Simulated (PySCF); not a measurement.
## Al (aluminium, neutral) across methods

[Ne] 3s2 3p1, 2P determinant. Calculation: PySCF 2.14, in aug-cc-pVDZ-DK (5s4p2d, 27 functions); scalar relativity by spin-free X2C-1e.

| method | E (hartree) | mean ε 3s α (eV) | mean ε 3s β (eV) | mean ε 3p α (eV) | Σ⟨r²⟩ (bohr²) | ⟨S²⟩ |
| --- | --- | --- | --- | --- | --- | --- |
| M06 | -242.7855 | -8.922 | -8.171 | -3.543 | 32.62 | 0.752 |
| r2SCAN | -242.7662 | -8.094 | -7.422 | -3.347 | 32.64 | 0.761 |
| UHF | -242.30908 | -11.622 | -9.946 | -5.901 | 33.38 | 0.768 |
| PBE0 | -242.6860 | -9.023 | -8.215 | -3.901 | 32.66 | 0.757 |
| M06-L | -242.7794 | -8.181 | -7.395 | -3.121 | 32.09 | 0.756 |
| TPSSh | -242.8091 | -8.486 | -7.650 | -3.563 | 32.48 | 0.757 |
| PBE | -242.6642 | -7.935 | -7.337 | -3.091 | 32.86 | 0.755 |
| LDA | -241.7360 | -8.052 | -7.468 | -3.007 | 32.96 | 0.752 |
| B3LYP | -242.8233 | -8.788 | -8.117 | -3.625 | 32.76 | 0.754 |
